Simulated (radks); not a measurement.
Results of a calculation; reference values are marked as such.
Effect of the nuclear size on the manganese ion Mn2+, [Ar] 3d5. Level of theory: Dirac Kohn-Sham, relativistic LDA (MacDonald-Vosko exchange, VWN5 correlation), spin-unpolarised, spherical densities, finite nucleus; open shells fill j = l - 1/2 first; Fermi nuclear charge, rms radius 3.7057 fm (a radial shooting solver on a logarithmic mesh with Libxc functionals). The rms radius is varied about that value; shifts are against it.

rms radius (fm)  total energy shift (eV)  density at nucleus (e/bohr^3)  1s1/2 shift (meV)  2s1/2 shift (meV)  3s1/2 shift (meV)
2.972                            -0.0324                      1.315e+04              -13.7              -1.22             -0.178
3.4463                           -0.0122                      1.307e+04              -5.17             -0.461             -0.067
3.7057                                 0                      1.303e+04              0.000              0.000              0.000
3.9429                            0.0119                        1.3e+04               5.04              0.449              0.066
4.2393                            0.0278                      1.296e+04               11.8               1.05              0.153

Slopes of the eigenvalues against <r^2> in GHz/fm^2, as finite differences over the two radii next to the reference (eigenvalue slopes, not the field-shift constants of lines): 1s1/2 673, 2s1/2 60.0, 3s1/2 8.74.
